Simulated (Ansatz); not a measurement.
Program: Ansatz. Geometries: PBE0-D4/def2-TZVP. ΔE: electronic, gas phase. CBS: MP2 limit from def2 TZ/QZ plus the TZ coupled-cluster correction, frozen cores. This one scheme is used for every species. Functionals use def2-TZVPP. B3LYP here is the variant with VWN-RPA as its local correlation; programs differ in this. Elements past krypton have def2 core potentials. For W outer-core shells are correlated without core-valence functions, which leaves a few kJ/mol of doubt a bond.

`[O]=[W]([F])([F])=[S]` + CH₄ → `[CH3][W](=[O])([F])=[S]` + H–F  (formal exchange of groups at a W–F bond)

| level | ΔE (kJ/mol) | difference from CCSD(T)/CBS |
| --- | --- | --- |
| B97M-V | 146.9 | 35.1 |
| B3LYP-D4 | 132.3 | 20.5 |
| r2SCANh-D4 | 134.0 | 22.2 |
| BHLYP-D4 | 126.8 | 15.0 |
| B2PLYP | 132.8 | 21.0 |
| PBE-QIDH | 118.5 | 6.7 |
| r2SCAN0 | 128.9 | 17.1 |
| HF/def2-SVP | 132.5 | 20.7 |
| CCSD/def2-TZVPP | 113.6 | 1.8 |
| CCSD/CBS(def2) | 110.5 | -1.3 |
| CCSD(T)/CBS | 111.8 | 0 |

Largest T1 diagnostic among the species: 0.023, so the coupled-cluster value is less sure than usual.

From BLYP to BHLYP (50 % exact exchange), in def2-TZVPP and without D4, ΔE moves by −14.1 kJ/mol. In def2-TZVPP, CCSD(T) changes the Hartree–Fock value by −17.6 kJ/mol (the triples alone add +1.4 kJ/mol) and MP2 by −19.2 kJ/mol.
